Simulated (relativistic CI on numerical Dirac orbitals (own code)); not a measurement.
## Pt⁺: 4f photoemission

Computed with this model: Dirac-Coulomb-Breit CI, KLI orbitals optimised for each configuration, QED by a radiative potential, valence Slater integrals scaled by 0.8, multiplet model of photoemission in the sudden approximation; configurations [Xe] 4f14 5d9 → [Xe] 4f13 5d9; 80 K; Lorentzian 0.25 eV and Gaussian 0.5 eV FWHM. Energies are those of the free ion, without screening or charge transfer. The energies are binding energies and can lie tens of eV above those of solids. S is read from ⟨S²⟩ = S(S + 1).

Field parameters in Wybourne normalisation: D4h B²₀ = −7Ds, B⁴₀ = 21(Dq − Dt), B⁴₄ = 21√(5/14) Dq; Oh B⁴₀ = 21Dq, B⁴₄ = √(5/14) B⁴₀. The field is a parameter set, without covalency.

free ion: ground-state S = 0.50, centroid 87.49 eV. Peaks (eV, height): 86.0 (100), 87.1 (14), 89.1 (52), 89.9 (46).

D4h, 10Dq = 6800, Ds = -70, Dt = 790 cm⁻¹: ground-state S = 0.50, centroid 87.50 eV. Peaks (eV, height): 85.9 (100), 87.3 (12), 89.2 (66), 90.0 (36).

D4h, 10Dq = 11350, Ds = 230, Dt = 1030 cm⁻¹: ground-state S = 0.50, centroid 87.52 eV. Peaks (eV, height): 85.9 (100), 87.5 (8), 89.3 (67).

Oh, 10Dq = 22300 cm⁻¹: ground-state S = 0.50, centroid 87.55 eV. Peaks (eV, height): 86.0 (100), 89.3 (66).

Strongest unbroadened transitions for D4h, 10Dq = 11350, Ds = 230, Dt = 1030 cm⁻¹:

| Energy (eV) | Relative strength |
| --- | --- |
| 85.76 | 30.2 |
| 85.77 | 61.4 |
| 85.78 | 32.2 |
| 85.80 | 100.0 |
| 85.84 | 30.4 |
| 85.88 | 29.8 |
| 86.00 | 69.6 |
| 86.01 | 29.1 |
| 86.05 | 33.1 |
| 86.10 | 35.9 |
| 86.27 | 45.3 |
| 89.15 | 88.4 |
| 89.18 | 29.0 |
| 89.21 | 35.5 |
| 89.27 | 29.5 |
| 89.28 | 62.5 |
| 89.45 | 24.1 |
| 89.51 | 26.2 |
